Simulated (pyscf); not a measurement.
H₃C–C⁻(CH₃)–OH → H₃C–CH(CH₃)–O⁻, a hydrogen shift (singlet surface; H–O broken, C–H formed). PySCF, gas phase, ωB97X-D3(BJ)/def2-SVPD geometries. Energies in kcal/mol from the reactant's lowest minimum found.

Small-basis levels: PySCF, no dispersion term, spherical d functions. 

Question: In single points MP2/6-31G* puts the saddle at 20.6 kcal/mol and the reaction energy at -41.1 kcal/mol. Should these be trusted to within a few kcal/mol? Compare with ωB97M-D3(BJ)/def2-TZVPD.

Answer: ωB97M-D3(BJ)/def2-TZVPD gives ΔE‡ = 23.4 kcal/mol and ΔE = -33.4 kcal/mol. MP2/6-31G* lies 2.9 kcal/mol under it in the barrier and 7.7 kcal/mol under it in the reaction energy, so on this step it does not hold to within 3.0 kcal/mol. ωB97M-D3(BJ)/def2-TZVPD has limits of its own. This is the saddle that the search found; another between the same sides may lie lower.
